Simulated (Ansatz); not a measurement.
Reading a saddle point

A first-order saddle point of BN2H8F, closed shell, PBE0-D4/def2-TZVP, with one imaginary mode of 245i cm⁻¹:

| atom | x (Å) | y (Å) | z (Å) |
| --- | --- | --- | --- |
| B1 | -1.2725 | -0.6010 | -0.6433 |
| N2 | 0.0158 | -1.2596 | -0.3932 |
| H3 | -1.5206 | -0.3343 | -1.7879 |
| H4 | -2.1698 | -0.8952 | 0.0993 |
| H5 | -0.1062 | 1.2573 | 0.3399 |
| F6 | -1.0865 | 1.1244 | -0.0704 |
| H7 | 1.2429 | 0.1597 | 0.4998 |
| N8 | 1.1683 | 1.1455 | 0.7833 |
| H9 | 0.5470 | -1.5385 | -1.2035 |
| H10 | 0.0202 | -1.9976 | 0.2935 |
| H11 | 1.3017 | 1.2350 | 1.7822 |
| H12 | 1.8599 | 1.7043 | 0.3003 |

Ansatz 0.2.0; basis: def2-TZVPP and def2-QZVPP; cores frozen in the correlated methods. Extrapolation: Hartree–Fock as exp(−7.88 √X), correlation as X^−2.97.

Question: Which contacts change along the imaginary mode, and what lies on either side? (Judge from chemistry; the calculation decides.)

Answer: Computed: The step is BNH₄ ([BH2][NH2]) + NH₃ + HF → BH₂F ([BH2][F]) + NH₃ + NH₃ (still joined by a long B–N bond), with the molecules in contact on both sides. Shortening one way: B1–F6, N2–H7, H5–N8; lengthening the same way: B1–N2, H5–F6, H7–N8.
```
 pair  one side (Å)  saddle (Å)  other side (Å)
B1–F6          3.88        1.83            1.41
N2–H7          2.42        2.08            1.04
H5–N8          1.64        1.35            1.02
B1–N2          1.39        1.47            1.63
H5–F6          0.96        1.07            2.19
H7–N8          1.02        1.03            1.91
```

Question: Which side is lower, and how far does the saddle lie above each? (Judge from chemistry; the value comes from the calculation.)

Answer: The calculation gives: The side with B1–F6, N2–H7, H5–N8 short is lower by 0.805 eV; the saddle lies 1.137 eV above it and 0.332 eV above the other (CCSD(T) at an estimated basis limit (MP2 extrapolated from triple and quadruple zeta, plus CCSD(T) − MP2 in triple zeta); electronic energies).

The T1 diagnostic stays at or below 0.011.

Steps of this kind, hydrogen fluoride cutting a network bond, underlie vapour etching and the fluorination step of atomic layer etching.

Labels in which every atom is bracketed show which atoms are joined, not bond orders.

For scale, one of the runs: CCSD(T)/def2-TZVPP, 236 basis functions, launched by `ansatz run in.yaml --threads 4 --pin off --events-out ev --progress --plain --max-ram 9574MiB`. Hardware: 4 CPU threads of an Arm Neoverse V2, shared host. Wall time 100 s; peak host memory 4.7 GiB.
